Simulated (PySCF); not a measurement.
# Radial density of Mn(3+) (manganese, charge +3)

UHF, [Ar] 3d4, high-spin 5D determinant. All numbers are calculated (PySCF 2.14, no relativity, point nucleus, in def2-QZVPPD (11s6p5d4f2g, 100 functions)).

```json
{"r (bohr)": "0.00104", "4πr²ρ (e/bohr)": "0.1364", "4πr²(ρα − ρβ)": "0.0000"}
{"r (bohr)": "0.00175", "4πr²ρ (e/bohr)": "0.3724", "4πr²(ρα − ρβ)": "0.0000"}
{"r (bohr)": "0.00294", "4πr²ρ (e/bohr)": "0.9928", "4πr²(ρα − ρβ)": "-0.0001"}
{"r (bohr)": "0.00495", "4πr²ρ (e/bohr)": "2.540", "4πr²(ρα − ρβ)": "-0.0003"}
{"r (bohr)": "0.00833", "4πr²ρ (e/bohr)": "6.073", "4πr²(ρα − ρβ)": "-0.0006"}
{"r (bohr)": "0.0140", "4πr²ρ (e/bohr)": "12.95", "4πr²(ρα − ρβ)": "-0.0012"}
{"r (bohr)": "0.0236", "4πr²ρ (e/bohr)": "22.84", "4πr²(ρα − ρβ)": "-0.0019"}
{"r (bohr)": "0.0396", "4πr²ρ (e/bohr)": "29.73", "4πr²(ρα − ρβ)": "-0.0009"}
{"r (bohr)": "0.0667", "4πr²ρ (e/bohr)": "26.10", "4πr²(ρα − ρβ)": "0.0062"}
{"r (bohr)": "0.112", "4πr²ρ (e/bohr)": "24.10", "4πr²(ρα − ρβ)": "0.0362"}
{"r (bohr)": "0.189", "4πr²ρ (e/bohr)": "33.02", "4πr²(ρα − ρβ)": "0.2297"}
{"r (bohr)": "0.317", "4πr²ρ (e/bohr)": "20.40", "4πr²(ρα − ρβ)": "1.1741"}
{"r (bohr)": "0.534", "4πr²ρ (e/bohr)": "12.07", "4πr²(ρα − ρβ)": "3.2122"}
{"r (bohr)": "0.898", "4πr²ρ (e/bohr)": "13.15", "4πr²(ρα − ρβ)": "3.6208"}
{"r (bohr)": "1.51", "4πr²ρ (e/bohr)": "3.040", "4πr²(ρα − ρβ)": "1.3376"}
{"r (bohr)": "2.54", "4πr²ρ (e/bohr)": "0.1383", "4πr²(ρα − ρβ)": "0.1118"}
{"r (bohr)": "4.27", "4πr²ρ (e/bohr)": "0.0006009", "4πr²(ρα − ρβ)": "0.0006"}
```
